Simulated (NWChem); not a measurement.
C4H5NS; SMILES s1ccc(c1)N

```xyz
11

N      0.2594    -2.3793    -0.0624
C      0.0734    -1.0049    -0.0013
C     -1.2254    -0.3989    -0.0051
C     -1.1738     0.9681    -0.0041
S      0.4381     1.5463    -0.0072
C      1.0723    -0.0554     0.0042
H     -0.4659    -2.9202     0.3929
H      1.1799    -2.6951     0.2171
H     -2.1568    -0.9680    -0.0177
H     -2.0102     1.6659    -0.0066
H      2.1485    -0.2208     0.0039
```
Atoms are numbered in this order, from 1.

Computed with NWChem. Pople sets run with spherical d functions. STO-3G and 3-21G are far too small for this property and stand as cheap habits. Structure relaxed at the PBE0/def2-SVP level. Vertical excitations in the gas phase; the lowest state need not have the same character in each row.

For level Hartree-Fock/6-31G*, CIS:

```
Property                                  Result
----------------------------------------  ------
lowest excitation, singlet (eV)             6.13
oscillator strength of that lowest state   0.146
lowest state with f > 0.02, singlet (eV)    6.13
oscillator strength of that bright state   0.146
```

### Question
What are these values for level Hartree-Fock/3-21G, CIS?

### Answer
- lowest excitation, singlet (eV) = 6.34
- oscillator strength of that lowest state = 0.168
- lowest state with f > 0.02, singlet (eV) = 6.34
- oscillator strength of that bright state = 0.168
